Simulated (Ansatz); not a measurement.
Reaction (substitution at a C–S bond): `C[S][SnH2][Cl]` + `BNB` → `BN(B)C` + `[SH][SnH2][Cl]`

Program: Ansatz. Geometries: PBE0-D4/def2-TZVP. ΔE: electronic, gas phase. CCSD(T)/CBS is the MP2 limit (def2-TZVPP, def2-QZVPP) plus CCSD(T) − MP2 in def2-TZVPP, frozen cores. This one scheme is used for every species. Functionals use def2-TZVPP. B3LYP here is the variant with VWN-RPA as its local correlation; programs differ in this. HSE06 is defined as in plane-wave codes. def2 core potentials past Kr. For Sn outer-core shells are correlated without core-valence functions, which leaves a few kJ/mol of doubt a bond. Each species was taken in one conformer, which may not be the lowest.

`C[S][SnH2][Cl]`:

Z-matrix (Å, degrees):
```
C
S 1 1.818
H 1 1.089 2 111.0
H 1 1.090 2 111.6 3 123.4
H 1 1.090 2 106.2 3 -118.3
Sn 2 2.374 1 99.3 3 -60.2
Cl 6 2.340 2 107.1 1 59.3
H 6 1.698 2 109.8 1 176.1
H 6 1.704 2 111.6 1 -54.0
```

`BNB`:

Cartesian coordinates in Å:
```
B 0.958 0.018 -0.834
N -0.210 -0.415 -0.159
B -0.826 0.242 0.934
H 1.489 1.023 -0.468
H 1.383 -0.627 -1.748
H -0.642 -1.268 -0.487
H -1.814 -0.226 1.421
H -0.337 1.252 1.342
```

`BN(B)C`:

```xyz
11

B    -0.589   -0.420    1.319
N     0.054   -0.099    0.097
B     1.279   -0.722   -0.261
C    -0.535    0.883   -0.815
H    -1.622    0.120    1.599
H    -0.085   -1.225    2.042
H     1.799   -0.430   -1.300
H     1.761   -1.523    0.479
H     0.151    1.716   -0.979
H    -1.463    1.272   -0.397
H    -0.751    0.428   -1.783
```

`[SH][SnH2][Cl]`:

Z-matrix (Å, degrees):
```
Sn
Cl 1 2.333
S 1 2.385 2 109.0
H 1 1.697 2 106.9 3 -116.1
H 1 1.699 2 105.3 3 119.4
H 3 1.344 1 93.3 2 74.7
```

```
             level  ΔE (kJ/mol)  difference from CCSD(T)/CBS
       LDA (SPW92)         15.6                         -7.6
            PBE-D4         24.0                          0.8
         revPBE-D4         24.3                          1.1
           BLYP-D4         24.0                          0.8
         r2SCAN-D4         24.1                          0.9
            B97M-V         23.3                          0.1
           PBE0-D4         23.6                          0.4
          B3LYP-D4         23.5                          0.3
        r2SCANh-D4         24.0                          0.8
        r2SCAN0-D4         23.8                          0.6
          BHLYP-D4         23.3                          0.1
      CAM-B3LYP-D4         20.1                         -3.1
           ωB97X-V         21.4                         -1.8
           ωB97M-V         22.3                         -0.9
            B2PLYP         22.1                         -1.1
               PBE         23.0                         -0.2
            revPBE         25.2                          2.0
              BLYP         22.3                         -0.9
            r2SCAN         23.8                          0.6
              PBE0         22.5                         -0.7
             B3LYP         21.6                         -1.6
           r2SCANh         23.6                          0.4
           r2SCAN0         23.4                          0.2
             HSE06         22.6                         -0.6
             BHLYP         20.7                         -2.5
         CAM-B3LYP         18.8                         -4.4
           LC-ωPBE         20.6                         -2.6
RPA@PBE/def2-TZVPP         15.8                         -7.4
       HF/def2-SVP         13.2                        -10.0
      MP2/def2-SVP         13.7                         -9.5
     CCSD/def2-SVP         10.1                        -13.1
  CCSD(T)/def2-SVP         10.0                        -13.2
    MP2/def2-TZVPP         23.0                         -0.2
SCS-MP2/def2-TZVPP         21.1                         -2.1
   CCSD/def2-TZVPP         18.6                         -4.6
CCSD(T)/def2-TZVPP         19.1                         -4.1
     HF/def2-QZVPP         20.5                         -2.7
    MP2/def2-QZVPP         25.3                          2.1
SCS-MP2/def2-QZVPP         23.3                          0.1
     MP2/CBS(def2)         27.1                          3.9
       CCSD(T)/CBS         23.2                            0
```

(1) What do rigid-rotor, harmonic-oscillator terms from PBE0-D4/def2-TZVP frequencies (298.15 K, 1 bar) make of the CCSD(T)/CBS value? (Best estimate.)

Largest T1 diagnostic among the species: 0.012.

Results:

(1) Computed: ΔZPE = -5.5 kJ/mol, ΔH = +17.4 kJ/mol, ΔS = 10 J/(mol·K), ΔG = +14.3 kJ/mol. Modes under 50 cm⁻¹ make the entropy rough.

Leaving LDA and LC-ωPBE aside and taking each functional with its dispersion term where it has one, the values spread over 4.2 kJ/mol, from CAM-B3LYP-D4 to revPBE-D4. LDA lies −7.4 kJ/mol from PBE without D4. At CCSD(T), def2-SVP lies −13.2 kJ/mol from the extrapolated value and def2-TZVPP −4.1 kJ/mol.
